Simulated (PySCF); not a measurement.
Correlation energy of Si (silicon, neutral)

[Ne] 3s2 3p2, high-spin 3P determinant. Computed with PySCF 2.14 in aug-cc-pVDZ-DK, with scalar relativity by spin-free X2C-1e. Frozen: [Ne]; 4 electrons correlated.

MP2 pair energies summed by pair of shells (mhartree):

```
 pair  energy  share (%)
3s-3p  -27.35       58.8
3s-3s  -14.15       30.4
3p-3p   -5.01       10.8
```

Total MP2 correlation energy: -46.50 mhartree.

Same-spin part -8.25 and opposite-spin part -38.25 mhartree; SCS-MP2 scales them by 1/3 and 6/5 to -48.65 mhartree.

```json
{"level": "CCSD", "correlation energy (mhartree)": "-65.98"}
{"level": "(T)", "correlation energy (mhartree)": "-1.28"}
{"level": "CCSD(T)", "correlation energy (mhartree)": "-67.26"}
```

Diagnostics: T1 = 0.010, D1 = 0.0289, largest double amplitude 0.079.

**Question.** Is a single reference adequate?

**Answer.** Mostly. T1 lies below 0.03, but a double amplitude of this size points to a near-degeneracy that CCSD handles and MP2 describes poorly.
